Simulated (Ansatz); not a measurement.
`O=C=N[SiH2]` radical, relaxed with UKS PBE-D4/def2-SVP in the Gaussian-basis code of Ansatz from a rough embedded geometry. The force threshold is 0.03 eV/Å; the program also tests the step.

Total charge 0; spin multiplicity 2.

Start:

```xyz
6

O    -0.239   -0.307    2.718
C    -0.207    0.070    1.546
N    -0.207    0.450    0.411
Si   -0.024    0.343   -1.269
H    -0.779   -0.726   -1.840
H     1.455    0.170   -1.566
```

Task: By how much does the energy fall, and how many steps does the optimiser take? (Best estimate.)

Result: Computed: 29.63 kJ/mol, in 7 steps, 1 of them rejected.

Task: Which bonds change most? (An estimate is asked.)

Result: Computed: Si4–H5 from 1.428 to 1.507 Å; O1–C2 from 1.232 to 1.182 Å; N3–Si4 from 1.694 to 1.727 Å; C2–N3 from 1.197 to 1.212 Å.

Task: Give the relaxed structure. (Estimate.)

Result: Computed: 
```xyz
6

O    -0.347   -0.032    2.822
C    -0.209    0.003    1.649
N    -0.055    0.013    0.447
Si    0.006    0.360   -1.244
H    -0.837   -0.653   -1.976
H     1.442    0.308   -1.697
```
